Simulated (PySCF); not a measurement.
# Zr²³⁺ (zirconium, charge +23) across methods

[Ne] 3s2 3p5, 2P determinant. Computed with PySCF 2.14 in an even-tempered Gaussian basis (18 s from 2.5 bohr⁻², ratio 2.5; 12 p from 3.2 bohr⁻², ratio 2.5; 5 d from 17 bohr⁻², ratio 2.7; 4 f from 25 bohr⁻², ratio 2.7), with scalar relativity by spin-free X2C-1e.

```tsv
method	E (hartree)	mean ε 3s β (eV)	mean ε 3p α (eV)	mean ε 3p β (eV)	Σ⟨r²⟩ (bohr²)	⟨S²⟩
PBE	-3266.14	-1209.5	-1130.4	-1125.6	1.503	0.750
UHF	-3265.52695	-1243.2	-1157.8	-1151.7	1.505	0.751
B3LYP	-3266.42	-1216.5	-1136.3	-1131.3	1.503	0.750
LDA	-3261.86	-1208.4	-1129.7	-1124.9	1.504	0.750
r2SCAN	-3266.41	-1212.9	-1132.9	-1127.6	1.504	0.751
PBE0	-3266.18	-1218.4	-1137.7	-1132.6	1.503	0.750
```

Estimate the same row for BP86.

E (hartree) = -3266.87; mean ε 3s β (eV) = -1209.9; mean ε 3p α (eV) = -1130.6; mean ε 3p β (eV) = -1126.0; Σ⟨r²⟩ (bohr²) = 1.502; ⟨S²⟩ = 0.750.

Spin-orbit coupling, absent here, splits the open shell strongly.
